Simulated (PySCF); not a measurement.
C6H6O, SMILES C=C1C=CCC1=O. Geometry optimised at PBE-D3(BJ)/def2-SVP. One conformer was computed; it need not be the lowest.

Computed equilibrium geometry at PBE-D3(BJ)/def2-SVP (PySCF confirms it by a frequency run) as a Z-matrix, and its point group (one conformer of several):
point group Cs.
```
C
C 1 1.3537
H 2 1.1006 1 122.35
H 2 1.1019 3 118.78 1 180.00
C 1 1.4613 2 130.87 3 0.00
C 5 1.3603 1 111.10 2 180.00
H 5 1.0996 6 125.19 1 180.00
H 6 1.0998 5 124.65 7 0.00
C 6 1.5038 8 123.25 5 180.00
H 9 1.1127 6 113.78 8 -60.56
H 9 1.1127 10 105.67 6 -125.55
C 1 1.5141 2 122.56 3 180.00
O 12 1.2172 1 126.62 2 0.00
```
